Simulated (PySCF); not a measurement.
Compound: C2H7FNSi2 (doublet state).
Geometry (GFN2-xTB, Å), atoms numbered from 1 in this order:
```xyz
13
C2H7FNSi2 angstrom
C      2.763    0.908   -0.660
N      1.977    0.334    0.076
Si     1.060   -1.081    0.411
F      1.058   -1.028    2.029
Si    -1.072   -0.774   -0.406
C     -1.787    0.915    0.095
H      3.061    1.943   -0.558
H      1.786   -2.325    0.173
H     -1.972   -1.824    0.096
H     -1.082   -0.866   -1.875
H     -1.793    1.032    1.176
H     -2.808    1.038   -0.256
H     -1.196    1.729   -0.318
```

The hyperfine couplings belong to this conformer and change with its torsions.

Identity: `[H]/[C]=N/[Si@@H](F)[SiH2]C` [radical].

Level of theory: PySCF 2.14.0, UKS B3LYP, pcH-1 on C F H N Si, non-relativistic, mean-field spin-orbit, GIAO. Isolated species at its GFN2-xTB geometry (one conformer only). The geometry wasn't refined by DFT: couplings that depend on bond lengths, twists or pyramidal angles can differ widely from those at the functional's own minimum. The SCF solution wasn't tested for stability.

The isotropic 13C couplings are +301.4, +1.1 MHz. Assign them to C1; C6.

```json
{"site": "C1", "a_iso (MHz)": "+301.4", "ρ(0) (bohr⁻³)": "+0.2684", "position": "largest spin population", "distance from C1 (Å)": "0.00", "spin population": "+0.63", "largest |T| (MHz)": "99.2"}
{"site": "C6", "a_iso (MHz)": "+1.1", "ρ(0) (bohr⁻³)": "+0.0010", "position": "4 bonds from C1", "distance from C1 (Å)": "4.61", "spin population": "0.00", "largest |T| (MHz)": "0.5"}
```

Match the computed a_iso(29Si) values -27.9, +4.0 MHz with the sites Si3; Si5.

| site | a_iso (MHz) | ρ(0) (bohr⁻³) | position | distance from C1 (Å) | spin population | largest \|T\| (MHz) |
| --- | --- | --- | --- | --- | --- | --- |
| Si3 | -27.9 | +0.0315 | 2 bonds from C1 | 2.83 | +0.04 | 14.2 |
| Si5 | +4.0 | -0.0045 | 3 bonds from C1 | 4.20 | -0.01 | 0.6 |

ρ(0) is the spin density at the nucleus and T the dipolar tensor; a_iso includes a spin–orbit part; entries for several nuclei are means. The largest Mulliken spin populations are on C1 (+0.63), N2 (+0.22) and H7 (+0.09).

The spin density at the nucleus, in bohr⁻³, is negative for Si5 (-0.0045), for instance. A restricted open-shell determinant has no negative spin density anywhere; here it arises because α and β orbitals differ (spin polarisation).

Nuclei that the bonding pattern makes equivalent are averaged, as if the motion that swaps them (rotation, inversion, ring flip) were fast.
